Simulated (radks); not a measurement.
Values are calculated unless marked as measured or tabulated.
The mean radii <r> (bohr) of the occupied orbitals of an atom or ion are listed with their occupations. Code: a radial shooting solver on a logarithmic mesh with Libxc functionals. Model: scalar-relativistic Kohn-Sham, Wu-Cohen GGA, spin-polarised, spherical densities, point nucleus.

| orbital | occ. | <r> |
|---|---|---|
| 1s up | 1 | 0.02666 |
| 1s down | 1 | 0.02666 |
| 2s up | 1 | 0.1146 |
| 2s down | 1 | 0.1146 |
| 2p up | 3 | 0.1003 |
| 2p down | 3 | 0.1003 |
| 3s up | 1 | 0.3065 |
| 3s down | 1 | 0.3065 |
| 3p up | 3 | 0.3045 |
| 3p down | 3 | 0.3045 |
| 3d up | 5 | 0.2809 |
| 3d down | 5 | 0.2809 |
| 4s up | 1 | 0.7165 |
| 4s down | 1 | 0.7163 |
| 4p up | 3 | 0.7647 |
| 4p down | 3 | 0.7639 |
| 4d up | 5 | 0.8755 |
| 4d down | 5 | 0.8720 |
| 5s up | 1 | 1.777 |
| 5p up | 3 | 2.074 |
| 5p down | 2 | 2.094 |
| 6p up | 1 | 5.570 |

Name the element and its charge. Open shells, if any, are filled with parallel spins first.

Answer. Z = 54, xenon, charge +1: Xe+ in [Kr] 4d10 5s1 5p5 6p1. The 1s radius gives Z: for a bare nucleus <r> = (2 gamma + 1)/(2Z) with gamma = sqrt(1 - (Z/c)^2), 0.02628 bohr for Z = 54, and screening makes it slightly larger (0.02666 here). The occupations add up to 53, and the charge is Z minus that.
